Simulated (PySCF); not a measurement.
Compound: C2H8GeNP.
SMILES: `C/N=[CH]\[GeH2][PH2]`

Jobs on this species (13 atoms, 74 electrons) with PySCF (density fitting). Hardware of each: an Arm Neoverse N1 with one thread (shared host). Times come from a shared host and carry two figures at best. Peak memory is the resident size of the whole Python process, interpreter and libraries included.

```json
{"level and settings": "delta-SCF UKS SCAN, def2-TZVP on the ionised atom, pcseg-1 elsewhere, spin-free X2C", "work": "ΔSCF core ionisation, 5 holes", "basis functions": "146", "SCF cycles": "?", "wall time": "?", "peak memory": "?"}
{"level and settings": "delta-SCF UKS SCAN, pcX-1 on the ionised atom, pcseg-1 elsewhere, spin-free X2C", "work": "ΔSCF core ionisation, 5 holes", "basis functions": "149", "SCF cycles": "?", "wall time": "?", "peak memory": "?"}
{"level and settings": "delta-SCF UKS SCAN, pcX-2 on the ionised atom, pcseg-1 elsewhere, non-relativistic", "work": "ΔSCF core ionisation, 5 holes", "basis functions": "169", "SCF cycles": "85", "wall time": "63 s", "peak memory": "0.63 GiB"}
{"level and settings": "PBE0-D3(BJ)/def2-SVP, grid level 1", "work": "geometry optimisation from a GFN2-xTB start shaken at random", "basis functions": "132", "SCF cycles": "74", "wall time": "2.4 min", "peak memory": "0.51 GiB"}
{"level and settings": "delta-SCF UKS SCAN, pcX-2 on the ionised atom, pcseg-1 elsewhere, spin-free X2C", "work": "ΔSCF core ionisation, 5 holes", "basis functions": "169", "SCF cycles": "86", "wall time": "64 s", "peak memory": "0.57 GiB"}
{"level and settings": "delta-SCF UKS PBE, pcX-2 on the ionised atom, pcseg-1 elsewhere, spin-free X2C", "work": "ΔSCF core ionisation, 5 holes", "basis functions": "169", "SCF cycles": "82", "wall time": "44 s", "peak memory": "0.68 GiB"}
{"level and settings": "delta-SCF UKS HF, pcX-2 on the ionised atom, pcseg-1 elsewhere, spin-free X2C", "work": "ΔSCF core ionisation, 5 holes", "basis functions": "169", "SCF cycles": "79", "wall time": "67 s", "peak memory": "0.59 GiB"}
{"level and settings": "delta-SCF UKS PBE0, pcX-2 on the ionised atom, pcseg-1 elsewhere, spin-free X2C", "work": "ΔSCF core ionisation, 5 holes", "basis functions": "169", "SCF cycles": "74", "wall time": "94 s", "peak memory": "0.67 GiB"}
{"level and settings": "delta-SCF UKS B3LYP, pcX-2 on the ionised atom, pcseg-1 elsewhere, spin-free X2C", "work": "ΔSCF core ionisation, 5 holes", "basis functions": "169", "SCF cycles": "75", "wall time": "95 s", "peak memory": "0.74 GiB"}
```

Problem. Fill in the missing figures.

Solution. 
- delta-SCF UKS SCAN, def2-TZVP on the ionised atom, pcseg-1 elsewhere, spin-free X2C; ΔSCF core ionisation, 5 holes: 61 s, 0.52 GiB, 82 SCF cycles
- delta-SCF UKS SCAN, pcX-1 on the ionised atom, pcseg-1 elsewhere, spin-free X2C; ΔSCF core ionisation, 5 holes: 56 s, 0.52 GiB, 85 SCF cycles

Problem. What do all jobs in the table cost together?

Solution. About 11 min; the longest takes about 21 % of that, and about 3.3 times as long as the shortest.
